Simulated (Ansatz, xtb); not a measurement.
# C6H4BrF: which of two isomers lies lower

We compare X, `FC(Br)=C1C=CC=C1`, a singlet, with Y, `Fc1ccc(Br)cc1`, a singlet. Both are isolated molecules in the gas phase, relaxed with B3LYP-D3(BJ)/def2-SVP.

X (Å):

```xyz
12

C     0.5009   -2.9866    0.4603
C     0.0716   -1.8173   -0.0569
C     0.7093   -0.4996    0.0357
C    -0.0835    0.3793   -0.6362
C    -1.2471   -0.3353   -1.1789
C    -1.1636   -1.6499   -0.8379
Br    2.0753   -3.2248    1.4612
F    -0.1740   -4.1123    0.3029
H     1.6441   -0.2968    0.5539
H     0.1048    1.4462   -0.7588
H    -2.0451    0.1260   -1.7616
H    -1.8587   -2.4511   -1.0794
```

Y (Å):

```yaml
atoms:
  - { symbol: C, position_ang: [0.9274, -2.0521, 0.2691] }
  - { symbol: C, position_ang: [0.4537, -0.9336, 0.9511] }
  - { symbol: C, position_ang: [-0.5826, -0.1831, 0.3918] }
  - { symbol: C, position_ang: [-1.1249, -0.5654, -0.8385] }
  - { symbol: C, position_ang: [-0.6437, -1.6892, -1.5164] }
  - { symbol: C, position_ang: [0.3925, -2.4399, -0.9572] }
  - { symbol: Br, position_ang: [-2.5386, 0.4587, -1.6015] }
  - { symbol: F, position_ang: [1.9213, -2.7720, 0.8055] }
  - { symbol: H, position_ang: [0.8979, -0.6609, 1.9099] }
  - { symbol: H, position_ang: [-0.9667, 0.6959, 0.9109] }
  - { symbol: H, position_ang: [-1.0753, -1.9772, -2.4758] }
  - { symbol: H, position_ang: [0.7898, -3.3222, -1.4618] }
```

Problem. Estimate E(Y) − E(X) at the level CCSD(T)/def2-SVP + ΔMP2/def2-TZVPP.

Solution. Calculated at CCSD(T)/def2-SVP + ΔMP2/def2-TZVPP: E(Y) − E(X) = −1.480 eV, so structure Y lies lower.

Level by level:

```
                             level               geometry  E(Y) − E(X) (eV)  departure from the last row (eV)  job, with rough time for the two
                          GFN2-xTB               GFN2-xTB              −1.489                            −0.009              optimisation, 0.15 s
                         HF/STO-3G               GFN2-xTB              −1.772                            −0.292              single point, 0.54 s
                r2SCAN-D4/def2-SVP               GFN2-xTB              −1.584                            −0.104                 single point, 5 s
             B3LYP-D3(BJ)/def2-SVP  B3LYP-D3(BJ)/def2-SVP              −1.615                            −0.135                optimisation, 32 s
                       HF/def2-SVP  B3LYP-D3(BJ)/def2-SVP              −1.765                            −0.285           part of the CCSD(T) run
                      MP2/def2-SVP  B3LYP-D3(BJ)/def2-SVP              −1.633                            −0.152           part of the CCSD(T) run
                  CCSD(T)/def2-SVP  B3LYP-D3(BJ)/def2-SVP              −1.492                            −0.011                      single point
CCSD(T)/def2-SVP + ΔMP2/def2-TZVPP  B3LYP-D3(BJ)/def2-SVP              −1.480                                               single point, 2.2 min
```

As drawn, Y has 6 C∷C in place of 3 C=C, 3 C–C (∷ is an aromatic bond). Structure X has a 5-membered ring, Y a 6-membered ring (with an aromatic ring).

None of the levels shown reverses the order. The largest departure from CCSD(T)/def2-SVP + ΔMP2/def2-TZVPP is that of HF/STO-3G, 0.292 eV. The last row adds to CCSD(T) the change of the MP2 difference between the two basis sets, here +0.011 eV.

With thermal terms from frequencies at re-optimised GFN2-xTB minima (ideal gas, soft modes damped towards free rotors, one conformer each, 298.15 K, 1 atm): the zero-point term adds +0.035 eV; ΔH is −1.458 and ΔG −1.406 eV.

The correlated steps freeze 16 core orbitals; the filled d shell of Br is correlated, in a basis made for valence electrons. Programs: Ansatz 0.2.0, xtb 6.7.1; the last row on 4 threads of Arm Neoverse V1 on a shared host.
